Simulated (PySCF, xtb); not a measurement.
CH4Cl2OSi2, SMILES Cl[Si]1(Cl)CO[SiH2]1.

Harmonic wavenumbers (cm⁻¹) from GFN2-xTB (xtb) at its own minimum, in rising order: 74, 102, 131, 164, 174, 311, 355, 436, 486, 555, 561, 642, 683, 729, 763, 812, 1008, 1142, 1229, 1468, 2264, 2276, 2944, 2960.

Task: What does PySCF with PBE-D3(BJ)/def2-SVP give at its own minimum? (Estimate from the structure and the level; the computed values follow.)

Result: 38, 100, 151, 166, 187, 329, 419, 435, 560, 560, 636, 677, 734, 742, 779, 936, 999, 1150, 1196, 1404, 2154, 2165, 2962, 3023. Paired by order, the mean absolute difference is 40 cm⁻¹ and the zero-point energies are 31.8 and 32.2 kcal/mol.
